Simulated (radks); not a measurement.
Coulomb parameter of the 4f shell of the samarium ion Sm3+ in the model configuration [Xe] 4f3.5 6p1.5, as a second difference U = [E(n + 0.25) + E(n - 0.25) - 2 E(n)] / (0.25)^2 with all orbitals relaxed. "Bare": the charge of the atom changes with n. "Screened": the 6p shell takes up the change at fixed total charge, which measures U(4f,4f) + U(6p,6p) - 2 U(4f,6p). Method: Dirac Kohn-Sham, PBE, spin-unpolarised, spherical densities, point nucleus; open shells are shared between the two j in proportion to 2j + 1; computed with a radial shooting solver on a logarithmic mesh with Libxc functionals.

| case | configuration | E - E(n) (eV) |
|---|---|---|
| start | [Xe] 4f3.5 6p1.5 | 0.000 |
| bare +0.25 | [Xe] 4f3.75 6p1.5 | -11.749 |
| bare -0.25 | [Xe] 4f3.25 6p1.5 | 13.016 |
| screened +0.25 | [Xe] 4f3.75 6p1.25 | -6.915 |
| screened -0.25 | [Xe] 4f3.25 6p1.75 | 7.544 |

U(bare) = 20.260 eV, U(screened by 6p) = 10.063 eV.
